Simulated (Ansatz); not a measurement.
`C#C[SiH2]C#N` + `F[CH2][AlH2]` → `C#C[SiH2][CH](F)[AlH2]` + `C#N`  (formal exchange of groups at the Si–C bond)

Gas-phase electronic energies from Ansatz, PBE0-D4/def2-TZVP geometries. CCSD(T)/CBS is the MP2 limit (def2-TZVPP, def2-QZVPP) plus CCSD(T) − MP2 in def2-TZVPP, frozen cores. This one scheme is used for every species. Functionals use def2-TZVPP. Each species was taken in one conformer, which may not be the lowest.

`C#C[SiH2]C#N`:

```xyz
8

C     0.907    1.340   -1.589
C     0.447    0.797   -0.617
Si   -0.243   -0.002    0.855
C    -0.708   -1.736    0.411
N    -1.004   -2.818    0.150
H     1.314    1.818   -2.451
H     0.760   -0.080    1.937
H    -1.473    0.681    1.304
```

`F[CH2][AlH2]`:

```xyz
7

F     0.597    0.930   -1.540
C     0.071    0.839   -0.248
Al   -0.111   -1.037    0.362
H    -0.895    1.362   -0.243
H     0.723    1.419    0.420
H     0.317   -2.243   -0.570
H    -0.703   -1.270    1.818
```

`C#C[SiH2][CH](F)[AlH2]`:

```xyz
12

C     0.588   -0.754   -1.954
C     0.178    0.248   -1.405
Si   -0.402    1.488   -0.145
C    -0.058    0.449    1.376
F     1.204    0.774    1.909
Al   -0.026   -1.371    0.489
H     0.957   -1.595   -2.499
H    -1.848    1.702   -0.399
H     0.374    2.739   -0.310
H    -0.810    0.568    2.162
H    -1.455   -2.007    0.203
H     1.297   -2.241    0.574
```

`C#N`:

Z-matrix (Å, degrees):
```
C
N 1 1.146
H 1 1.069 2 180.0
```

| level | ΔE (kJ/mol) |
| --- | --- |
| ωB97M-V | 14.8 |
| PBE | 17.7 |
| PBE0 | 19.0 |
| HF/def2-TZVPP | 55.3 |

Task: What does CCSD(T)/CBS give? (Best estimate.)

Result: Computed: +20.6 kJ/mol. The listed levels differ from it by -5.8, -2.9, -1.6, 34.7 kJ/mol.

Largest T1 diagnostic among the species: 0.014.

In def2-TZVPP, CCSD(T) changes the Hartree–Fock value by −33.3 kJ/mol (the triples alone add −5.6 kJ/mol) and MP2 by −31.4 kJ/mol. The D4 term adds −14.2 kJ/mol with B3LYP and −7.5 kJ/mol with PBE0; it sums over pairs of atoms, weighted by their polarisabilities, and B3LYP, whose exchange is more repulsive, gets the larger term.

B3LYP here is the variant with VWN-RPA as its local correlation; programs differ in this.
